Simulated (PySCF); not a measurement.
# Simulated absorption spectrum

C₈H₈Si.
SMILES with atom numbers: `[CH:1]1=[CH:2][c:3]2[cH:4][cH:5][cH:6][cH:7][c:8]2[SiH2:9]1` (hydrogens: H10 on C1; H11 on C2; H12 on C4; H13 on C5; H14 on C6; H15 on C7; H16, H17 on Si9)

Structure used (PBE0-D3(BJ)/def2-SVP), in Å, numbered top down from 1:
```xyz
17
C8H8Si angstrom
C     -2.3321   -0.6073    0.2557
C     -1.1889   -1.3066    0.4188
C      0.0877   -0.5910    0.2362
C      1.3511   -1.1691    0.3680
C      2.4910   -0.3881    0.1698
C      2.3737    0.9616   -0.1579
C      1.1086    1.5449   -0.2909
C     -0.0364    0.7799   -0.0965
Si    -1.8773    1.1568   -0.1773
H     -3.3134   -1.0715    0.3744
H     -1.1673   -2.3719    0.6775
H      1.4456   -2.2277    0.6249
H      3.4814   -0.8385    0.2724
H      3.2715    1.5654   -0.3111
H      1.0311    2.6050   -0.5485
H     -2.3327    2.1721    0.8221
H     -2.3458    1.5993   -1.5270
```

Level of theory: PySCF 2.14.0, density-fitted response routines, TDDFT CAM-B3LYP/def2-SVPD, vertical, gas phase, core orbitals frozen in the response.

Each state is given a Gaussian of 0.25 eV full width at half maximum, with ε(max) = 2.175×10⁸ f / Δν̃ (Δν̃ the width in cm⁻¹). The width is an assumption, not a result. The curve ends short of the highest state used, and states not computed would add to its high-energy end.

```csv
E (eV),ε (L mol⁻¹ cm⁻¹)
4.13,22
4.20,179
4.28,1140
4.36,4113
4.43,7934
4.51,9873
4.59,6966
4.67,2815
4.74,941
4.82,680
4.90,1182
4.97,1382
5.05,978
5.13,392
5.20,111
5.28,15
5.36,1
5.44,0
5.51,0
5.59,3
5.67,71
5.74,652
5.82,4809
5.90,20129
5.98,47831
6.05,64366
6.13,55076
6.21,33314
6.28,23819
6.36,19544
```

(1) Where are the band maxima, and which computed states make them?

(2) Coming from long wavelengths, where does ε first pass 100 L mol⁻¹ cm⁻¹?

(3) On this curve, what absorbance would a 10⁻³ mol/L sample give at 280 nm over a 1 cm path?

Answers

(1) 275 nm (4.50 eV), ε about 9900, made up of S1 (100%); 250 nm (4.96 eV), ε about 1400, made up of S2 (100%); 204 nm (6.06 eV), ε about 65000, made up of S4 (99%) (ε in L mol⁻¹ cm⁻¹; maxima over ε = 5, shares over 10%). The states used: S1 4.50 eV (f 0.092); S2 4.96 eV (f 0.013); S3 5.98 eV (f 0.0005); S4 6.06 eV (f 0.596); S5 6.34 eV (f 0.171); S6 6.44 eV (f 0.0003); S7 6.57 eV (f 0.015); S8 6.62 eV (f 0.0004); S9 6.84 eV (f 0.0099); S10 6.96 eV (f 0.0023).

(2) At about 297 nm (4.18 eV), 0.32 eV below S1.

(3) 280 nm is 4.428 eV, where ε is about 7800 L mol⁻¹ cm⁻¹, so A = ε c l ≈ 7.8 (Beer–Lambert, with the gas-phase spectrum and the assumed width).

All these states lie below the vertical ionisation energy of 8.36 eV (ΔSCF).
